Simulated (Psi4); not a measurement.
A dimer, H4Ge ··· COS (SMILES [GeH4] and O=C=S); the first 5 atoms form monomer A.

```
8

Ge     0.0000     0.0000     0.0000
H     -0.8646    -0.6263    -1.1041
H      0.2608     1.4771    -0.3300
H      1.3381    -0.7487     0.0890
H     -0.7343    -0.1021     1.3451
O      2.1513     0.8274    -2.0183
C      3.2591     1.1404    -1.9187
S      4.7569     1.5635    -1.7840
```

Q: What interaction energy does SAPT0/jun-cc-pVDZ, frozen core in Psi4 give, and which attractive term is the largest?

A: Total 0.91 kcal/mol: electrostatics -2.60, exchange 6.09, induction -0.56, dispersion -2.02. The most attractive term is electrostatics.
